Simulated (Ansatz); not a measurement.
`[AlH2][S][SnH3]` + `BN` → `B[NH][AlH2]` + `[SH][SnH3]` at 700 K and 1 bar (ligand exchange at the Al–S bond).

Program: Ansatz. Geometries: PBE0-D4/def2-TZVP. ΔE: electronic, gas phase. CBS: MP2 limit from def2 TZ/QZ plus the TZ coupled-cluster correction, frozen cores. This one scheme is used for every species. def2 core potentials past Kr. For Sn outer-core shells are correlated without core-valence functions, which leaves a few kJ/mol of doubt a bond.

```
          species  CCSD(T)/CBS energy (Eh)  H − E (kJ/mol)  S (J/(mol·K))
`[AlH2][S][SnH3]`               -856.85532           166.5          461.5
             `BN`                -81.93499           163.7          282.2
    `B[NH][AlH2]`               -324.56557           193.7          377.1
     `[SH][SnH3]`               -614.20548           127.7          376.2
```

H − E and S are ideal-gas, rigid-rotor, harmonic terms from PBE0-D4/def2-TZVP. 1 Eh = 2625.50 kJ/mol, R = 8.31446 J/(mol·K).

Task: By hand: ΔE, ΔH, ΔS and ΔG.

Result: ΔE = (-324.56557) + (-614.20548) − (-856.85532) − (-81.93499) = 0.01926 Eh = 50.6 kJ/mol. Δ(H − E) = 193.7 + 127.7 − 166.5 − 163.7 = -8.8, so ΔH = 41.8 kJ/mol. ΔS = 377.1 + 376.2 − 461.5 − 282.2 = 9.6 J/(mol·K). ΔG = 41.8 − 700 × (9.6)/1000 = 35.1 kJ/mol.

Task: By hand: the equilibrium constant, and the temperature at which ΔG would vanish if ΔH and ΔS stayed fixed.

Result: log₁₀ K = −ΔG/(RT ln 10) = -2.6. ΔG = 0 at ΔH/ΔS = 4354 K, far beyond where these terms or the molecules hold.

The number of gas molecules stays the same, so ΔS is small and ΔH decides. A doubt of 5 kJ/mol in ΔE shifts log₁₀ K by 0.4 here. Modes under 60 cm⁻¹, often nearly free rotors, make the harmonic entropy too high. These are equilibria of isolated gas molecules and say nothing of rates. Largest T1 diagnostic: 0.013 (customary marks: 0.02 for closed shells, 0.045 for open ones).
